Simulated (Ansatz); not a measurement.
Born–Oppenheimer molecular dynamics of a periodic cell of 16 atoms, N (packed as 8 N2, density as packed 0.73 g/cm³ with natural masses). It starts from a partly relaxed structure (largest force component 0.14 eV/Å).

Method: DFT PBE-D3(BJ), scalar-relativistic, plane waves, PAW (Ansatz 0.2.0). Settings: accuracy low, cutoff 420 eV, k mesh 1x1x1, fermi-dirac smearing 0.02 eV, no spin polarisation.

```yaml
ensemble: NVT, Langevin thermostat
time_step: 1 fs
steps_asked: 300
set_temperature: 1500 K
friction: 0.02 /fs
seed: 583614
```

Frames 5 fs apart, positions in Å, forces in eV/Å.

Velocities at 180.0 fs (Å/ps):

```
N -8.52 -9.42 3.13
N -9.19 0.95 -0.37
N -8.58 -1.87 -8.12
N -4.66 -8.38 7.36
N -12.44 12.44 -2.76
N -10.58 13.69 -12.76
N 12.46 -17.16 6.09
N 10.65 -8.38 -11.91
N 7.90 -3.34 -0.67
N 2.09 4.98 -13.54
N -14.51 6.22 3.83
N 1.26 -12.26 0.89
N 7.11 -0.02 -3.75
N -17.22 4.46 2.15
N 2.05 -17.32 -1.17
N 13.45 3.74 6.03
```

```xyz
16
Lattice="7.9917 0.0000 0.0000 0.0000 7.9917 0.0000 0.0000 0.0000 7.9917" Properties=species:S:1:pos:R:3:forces:R:3 time_fs=180.0 energy_less_start_eV=1.058 T=1321
N 3.709 6.955 7.723 -0.06 0.87 -0.02
N 3.622 8.060 7.701 0.04 -0.97 -0.02
N 8.360 0.391 0.681 -5.02 1.83 -2.79
N 7.384 0.742 0.175 5.33 -2.03 2.94
N 3.143 2.449 2.577 1.45 -0.16 -3.45
N 3.620 2.499 1.560 -1.15 -0.15 2.63
N 5.365 2.194 6.182 0.82 -0.44 -0.23
N 6.278 1.606 5.959 -0.91 0.67 -0.08
N 6.364 0.965 3.032 -0.10 -5.01 0.15
N 6.354 -0.178 3.051 -0.02 4.92 -0.02
N 8.133 3.615 1.692 6.43 -1.77 -0.99
N 7.120 3.892 1.844 -6.50 1.82 0.97
N 2.371 2.653 5.022 -0.17 -0.02 0.31
N 2.152 2.832 6.084 -0.17 0.11 0.50
N 2.296 5.520 2.712 0.86 -0.05 -0.04
N 3.378 5.301 2.611 -0.84 0.39 0.13
16
Lattice="7.9917 0.0000 0.0000 0.0000 7.9917 0.0000 0.0000 0.0000 7.9917" Properties=species:S:1:pos:R:3:forces:R:3 time_fs=185.0 energy_less_start_eV=1.063 T=1286
N 3.686 6.921 7.739 -0.25 2.73 -0.07
N 3.577 8.039 7.713 0.24 -2.81 0.04
N 8.296 0.384 0.629 7.78 -2.66 3.32
N 7.383 0.699 0.218 -7.48 2.50 -3.27
N 3.111 2.515 2.535 0.77 -0.24 -2.07
N 3.572 2.567 1.524 -0.52 -0.13 1.31
N 5.422 2.124 6.206 0.31 -0.11 -0.17
N 6.337 1.588 5.897 -0.40 0.32 -0.04
N 6.397 0.934 3.032 0.13 6.01 0.36
N 6.360 -0.128 2.979 -0.28 -6.11 -0.21
N 8.142 3.643 1.703 -2.80 0.54 0.33
N 7.051 3.868 1.849 2.72 -0.51 -0.37
N 2.399 2.670 5.036 -0.82 0.40 2.76
N 2.064 2.864 6.085 0.58 -0.35 -2.03
N 2.314 5.449 2.714 3.90 -0.21 -0.19
N 3.439 5.332 2.641 -3.88 0.64 0.31
16
Lattice="7.9917 0.0000 0.0000 0.0000 7.9917 0.0000 0.0000 0.0000 7.9917" Properties=species:S:1:pos:R:3:forces:R:3 time_fs=190.0 energy_less_start_eV=1.108 T=1323
N 3.635 6.881 7.739 0.26 -3.08 0.06
N 3.547 7.959 7.713 -0.27 3.03 -0.09
N 8.312 0.348 0.621 -3.89 1.31 -1.72
N 7.300 0.681 0.221 4.22 -1.49 1.74
N 3.102 2.564 2.469 -2.36 -0.76 5.21
N 3.521 2.636 1.494 2.55 0.34 -5.79
N 5.495 2.062 6.253 -2.47 1.38 0.97
N 6.383 1.592 5.852 2.34 -1.15 -1.18
N 6.396 0.953 3.036 -0.06 1.95 0.26
N 6.377 -0.129 2.925 -0.12 -2.06 -0.07
N 8.135 3.692 1.726 -6.76 0.87 0.62
N 6.991 3.849 1.843 6.66 -0.85 -0.68
N 2.401 2.694 5.083 1.07 -0.44 -2.07
N 1.970 2.867 6.062 -1.21 0.47 2.60
N 2.373 5.383 2.714 -2.99 0.27 0.22
N 3.453 5.379 2.667 3.02 0.22 -0.07
16
Lattice="7.9917 0.0000 0.0000 0.0000 7.9917 0.0000 0.0000 0.0000 7.9917" Properties=species:S:1:pos:R:3:forces:R:3 time_fs=195.0 energy_less_start_eV=1.294 T=1375
N 3.600 6.800 7.728 0.17 -2.25 0.06
N 3.526 7.883 7.687 -0.17 2.21 -0.09
N 8.307 0.342 0.602 -6.70 1.89 -2.49
N 7.237 0.638 0.235 7.07 -2.07 2.45
N 3.091 2.586 2.457 0.47 -0.25 -1.46
N 3.490 2.691 1.426 -0.32 -0.22 0.92
N 5.536 2.008 6.299 0.32 -0.06 -0.37
N 6.436 1.593 5.809 -0.46 0.31 0.18
N 6.391 0.983 3.054 -0.18 -7.10 -1.25
N 6.379 -0.164 2.844 -0.04 6.97 1.47
N 8.054 3.750 1.742 7.60 -0.49 -0.58
N 7.003 3.809 1.814 -7.70 0.51 0.52
N 2.423 2.692 5.108 -0.88 0.22 1.86
N 1.849 2.832 6.053 0.78 -0.20 -1.39
N 2.402 5.351 2.729 -0.76 0.25 0.15
N 3.495 5.413 2.669 0.79 0.27 0.03
16
Lattice="7.9917 0.0000 0.0000 0.0000 7.9917 0.0000 0.0000 0.0000 7.9917" Properties=species:S:1:pos:R:3:forces:R:3 time_fs=200.0 energy_less_start_eV=1.459 T=1351
N 3.586 6.696 7.747 -0.30 4.60 -0.44
N 3.507 7.829 7.648 0.30 -4.61 0.40
N 8.226 0.384 0.535 9.13 -1.74 2.26
N 7.233 0.577 0.269 -8.75 1.58 -2.38
N 3.093 2.574 2.430 1.49 0.20 -4.40
N 3.467 2.715 1.366 -1.37 -0.66 3.95
N 5.581 1.947 6.342 3.22 -1.08 -2.16
N 6.507 1.607 5.783 -3.36 1.34 2.01
N 6.405 0.920 3.067 0.03 4.47 1.22
N 6.374 -0.114 2.787 -0.27 -4.60 -0.96
N 8.056 3.792 1.750 -3.97 -0.13 0.03
N 6.924 3.773 1.780 3.85 0.12 -0.10
N 2.439 2.689 5.152 -0.44 0.08 0.90
N 1.742 2.788 6.008 0.39 -0.06 -0.55
N 2.408 5.307 2.751 7.60 1.29 -0.41
N 3.566 5.456 2.666 -7.56 -0.77 0.63
16
Lattice="7.9917 0.0000 0.0000 0.0000 7.9917 0.0000 0.0000 0.0000 7.9917" Properties=species:S:1:pos:R:3:forces:R:3 time_fs=205.0 energy_less_start_eV=1.136 T=1410
N 3.567 6.659 7.781 0.23 -2.82 0.38
N 3.485 7.727 7.618 -0.22 2.83 -0.44
N 8.271 0.420 0.486 -3.18 0.37 -0.76
N 7.169 0.539 0.278 3.59 -0.53 0.61
N 3.130 2.552 2.367 -1.45 -1.11 4.90
N 3.426 2.710 1.353 1.54 0.69 -5.23
N 5.671 1.883 6.370 -5.47 1.77 3.42
N 6.523 1.627 5.792 5.29 -1.49 -3.59
N 6.430 0.899 3.103 -0.08 0.88 0.30
N 6.404 -0.129 2.727 -0.17 -1.04 0.02
N 8.031 3.829 1.773 -4.64 -0.36 -0.15
N 6.894 3.754 1.753 4.53 0.35 0.08
N 2.434 2.713 5.194 0.36 0.01 -0.11
N 1.650 2.745 5.963 -0.37 0.01 0.35
N 2.503 5.274 2.752 -8.01 -1.38 0.76
N 3.530 5.489 2.672 8.05 1.83 -0.54
16
Lattice="7.9917 0.0000 0.0000 0.0000 7.9917 0.0000 0.0000 0.0000 7.9917" Properties=species:S:1:pos:R:3:forces:R:3 time_fs=210.0 energy_less_start_eV=1.425 T=1208
N 3.567 6.581 7.814 0.03 -0.13 -0.04
N 3.481 7.652 7.570 -0.02 0.14 -0.04
N 8.302 0.430 0.445 -6.61 0.48 -1.07
N 7.154 0.510 0.285 7.07 -0.65 0.89
N 3.157 2.531 2.376 1.08 0.36 -4.50
N 3.418 2.704 1.282 -1.00 -0.80 4.20
N 5.713 1.846 6.427 2.47 -0.43 -2.14
N 6.609 1.637 5.774 -2.70 0.73 1.93
N 6.454 0.890 3.115 -0.35 -7.54 -3.22
N 6.420 -0.194 2.655 0.07 7.36 3.60
N 7.942 3.853 1.774 6.36 0.45 0.25
N 6.885 3.770 1.723 -6.46 -0.46 -0.31
N 2.425 2.731 5.229 -1.30 -0.02 1.28
N 1.570 2.705 5.944 1.32 0.05 -1.08
N 2.515 5.214 2.762 1.66 0.75 0.03
N 3.587 5.507 2.684 -1.63 -0.30 0.22
16
Lattice="7.9917 0.0000 0.0000 0.0000 7.9917 0.0000 0.0000 0.0000 7.9917" Properties=species:S:1:pos:R:3:forces:R:3 time_fs=215.0 energy_less_start_eV=1.311 T=1151
N 3.568 6.514 7.854 0.00 0.16 -0.13
N 3.471 7.570 7.549 0.01 -0.13 0.03
N 8.269 0.430 0.417 8.35 -0.22 0.81
N 7.223 0.458 0.302 -7.89 0.07 -1.04
N 3.187 2.519 2.344 0.37 -0.09 -1.70
N 3.408 2.684 1.265 -0.30 -0.36 1.44
N 5.755 1.815 6.441 4.81 -0.71 -3.73
N 6.686 1.649 5.778 -5.07 0.98 3.52
N 6.476 0.805 3.106 0.16 3.94 1.86
N 6.410 -0.161 2.640 -0.45 -4.11 -1.44
N 7.912 3.877 1.796 0.73 -0.01 0.03
N 6.823 3.814 1.682 -0.83 -0.03 -0.08
N 2.385 2.771 5.293 3.05 0.31 -2.13
N 1.521 2.685 5.932 -2.96 -0.27 2.28
N 2.525 5.163 2.770 6.79 2.35 -0.30
N 3.638 5.498 2.695 -6.76 -1.89 0.58
16
Lattice="7.9917 0.0000 0.0000 0.0000 7.9917 0.0000 0.0000 0.0000 7.9917" Properties=species:S:1:pos:R:3:forces:R:3 time_fs=220.0 energy_less_start_eV=1.642 T=1202
N 3.553 6.459 7.902 -0.06 0.74 -0.37
N 3.455 7.493 7.516 0.07 -0.70 0.25
N 8.303 0.439 0.411 -2.48 -0.05 -0.32
N 7.186 0.420 0.305 2.98 -0.12 0.08
N 3.191 2.491 2.303 -1.37 -1.69 7.58
N 3.380 2.674 1.282 1.43 1.25 -7.79
N 5.838 1.773 6.419 -7.34 1.22 4.72
N 6.697 1.651 5.828 7.00 -0.96 -5.00
N 6.475 0.783 3.115 0.15 2.96 1.53
N 6.390 -0.171 2.615 -0.46 -3.12 -1.04
N 7.908 3.890 1.818 -5.63 -0.13 -0.99
N 6.774 3.872 1.625 5.56 0.10 0.95
N 2.369 2.821 5.356 -1.42 -0.24 0.99
N 1.444 2.664 5.960 1.57 0.30 -0.88
N 2.629 5.128 2.814 -12.04 -3.99 1.35
N 3.596 5.473 2.718 12.05 4.42 -1.06
16
Lattice="7.9917 0.0000 0.0000 0.0000 7.9917 0.0000 0.0000 0.0000 7.9917" Properties=species:S:1:pos:R:3:forces:R:3 time_fs=225.0 energy_less_start_eV=1.921 T=1187
N 3.562 6.426 7.955 -0.10 0.79 -0.50
N 3.423 7.409 7.462 0.11 -0.74 0.37
N 8.302 0.438 0.430 -4.04 -0.20 -0.58
N 7.175 0.385 0.296 4.55 0.02 0.37
N 3.172 2.464 2.346 1.49 1.46 -9.13
N 3.356 2.690 1.190 -1.43 -1.91 8.92
N 5.816 1.745 6.446 4.37 -0.36 -3.29
N 6.760 1.626 5.803 -4.80 0.60 2.99
N 6.455 0.800 3.141 -0.86 -7.63 -4.19
N 6.354 -0.237 2.576 0.54 7.47 4.65
N 7.850 3.909 1.800 3.91 -0.10 0.78
N 6.797 3.928 1.584 -3.98 0.08 -0.81
N 2.322 2.849 5.436 -3.00 -0.63 1.73
N 1.355 2.649 5.985 3.24 0.73 -1.62
N 2.608 5.071 2.868 4.29 2.04 -0.28
N 3.661 5.492 2.758 -4.29 -1.61 0.60
16
Lattice="7.9917 0.0000 0.0000 0.0000 7.9917 0.0000 0.0000 0.0000 7.9917" Properties=species:S:1:pos:R:3:forces:R:3 time_fs=230.0 energy_less_start_eV=1.216 T=1766
N 3.571 6.404 7.994 -0.30 1.54 -1.13
N 3.384 7.323 7.390 0.31 -1.49 0.98
N 8.271 0.404 0.465 5.83 0.24 0.68
N 7.215 0.361 0.324 -5.31 -0.39 -0.93
N 3.156 2.435 2.281 0.38 0.17 -2.06
N 3.335 2.691 1.208 -0.32 -0.61 1.87
N 5.838 1.704 6.448 -1.17 0.29 0.49
N 6.744 1.625 5.840 0.68 -0.11 -0.80
N 6.455 0.701 3.138 0.40 3.62 2.10
N 6.324 -0.218 2.595 -0.73 -3.78 -1.60
N 7.864 3.957 1.753 2.78 -0.13 0.44
N 6.796 3.995 1.572 -2.84 0.10 -0.47
N 2.242 2.851 5.554 7.09 1.33 -3.21
N 1.294 2.671 5.980 -6.78 -1.20 3.29
N 2.643 5.025 2.926 5.65 2.84 -0.59
N 3.691 5.492 2.784 -5.66 -2.43 0.93
16
Lattice="7.9917 0.0000 0.0000 0.0000 7.9917 0.0000 0.0000 0.0000 7.9917" Properties=species:S:1:pos:R:3:forces:R:3 time_fs=235.0 energy_less_start_eV=1.795 T=1256
N 3.579 6.399 8.016 -0.47 1.64 -1.52
N 3.335 7.226 7.305 0.48 -1.59 1.37
N 8.311 0.377 0.525 -3.36 -0.16 -0.66
N 7.196 0.321 0.351 3.90 0.04 0.32
N 3.135 2.389 2.221 -1.15 -2.42 6.56
N 3.313 2.713 1.230 1.19 2.04 -6.74
N 5.827 1.656 6.454 -5.15 0.42 3.19
N 6.711 1.617 5.861 4.61 -0.30 -3.47
N 6.470 0.652 3.142 0.49 3.32 1.97
N 6.301 -0.264 2.601 -0.84 -3.48 -1.42
N 7.911 4.012 1.730 -7.83 0.34 -1.04
N 6.747 4.065 1.581 7.78 -0.37 1.00
N 2.234 2.874 5.617 -3.23 -0.58 1.14
N 1.186 2.696 5.999 3.60 0.75 -1.06
N 2.733 5.032 2.962 -11.29 -5.19 2.25
N 3.649 5.476 2.792 11.29 5.53 -1.90
```

Of the whole run (300 fs, mean temperature of the second half 1523 K): A run of 0.3 ps of so small a system gives no equilibrium averages. Limits of this set-up: coarse k mesh, low accuracy level.

Run time: 9.9 min on 1 thread of Arm Neoverse V2, on a shared host, peak memory 0.46 GiB.
